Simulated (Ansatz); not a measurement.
`C[O][GeH]` + NH₃ → `[NH2][GeH]` + CH₃OH at 600 K and 1 bar (ligand exchange at a Ge–O bond).

Isolated molecules relaxed with PBE0-D4/def2-TZVP in Ansatz; ΔE leaves out vibrations. CCSD(T)/CBS adds triple-zeta CCSD(T) − MP2 to the extrapolated MP2 energy (def2 sets, frozen cores). This one scheme is used for every species. For Ge outer-core shells are correlated without core-valence functions, which leaves a few kJ/mol of doubt a bond. Scalar relativity is left out up to krypton.

```csv
species,CCSD(T)/CBS energy (Eh),H − E (kJ/mol),S (J/(mol·K))
`C[O][GeH]`,-2191.71863,165.7,349.1
NH₃,-56.50880,112.4,219.5
`[NH2][GeH]`,-2132.60664,115.5,302.3
CH₃OH,-115.61712,163.6,277.3
```

H − E and S are ideal-gas, rigid-rotor, harmonic terms from PBE0-D4/def2-TZVP. 1 Eh = 2625.50 kJ/mol, R = 8.31446 J/(mol·K).

**Question.** By hand: ΔE, ΔH, ΔS and ΔG.

**Answer.** ΔE = (-2132.60664) + (-115.61712) − (-2191.71863) − (-56.50880) = 0.00367 Eh = 9.6 kJ/mol. Δ(H − E) = 115.5 + 163.6 − 165.7 − 112.4 = 1.0, so ΔH = 10.6 kJ/mol. ΔS = 302.3 + 277.3 − 349.1 − 219.5 = 11.0 J/(mol·K). ΔG = 10.6 − 600 × (11.0)/1000 = 4.0 kJ/mol.

**Question.** By hand: the equilibrium constant, and the temperature at which ΔG would vanish if ΔH and ΔS stayed fixed.

**Answer.** log₁₀ K = −ΔG/(RT ln 10) = -0.3. ΔG = 0 at ΔH/ΔS = 964 K, though so small a ΔS makes that figure unsure.

TΔS isn't small against ΔH here. The sign of ΔG lies within the doubt. A doubt of 5 kJ/mol in ΔE shifts log₁₀ K by 0.4 here. These are equilibria of isolated gas molecules and say nothing of rates. Largest T1 diagnostic: 0.016 (customary marks: 0.02 for closed shells, 0.045 for open ones).
